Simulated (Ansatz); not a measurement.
ClH3Ti (SMILES [Cl][TiH3]) moved off its minimum; all values from Ansatz (a quantum-chemistry and plane-wave program), cores frozen in correlated methods.
(charge 0, multiplicity 1)
```xyz
5

Ti     0.7558    -0.2416     0.5591
Cl    -1.1005     0.3804    -0.7842
H      2.1033     0.2935    -0.2217
H      0.4689     0.6449     2.0429
H      0.4551    -1.9831     0.7909
```

Q: Give the forces (eV/Å), the total energy and the dipole at CCSD(T)/def2-TZVPPD.

A: 
```csv
atom,Fx,Fy,Fz
Ti1,-3.277,0.157,-0.603
Cl2,1.765,-0.545,1.206
H3,0.785,0.055,-0.246
H4,0.277,-0.324,-0.334
H5,0.450,0.658,-0.022
```
Energy -1310.0399 hartree, dipole 2.28 D.
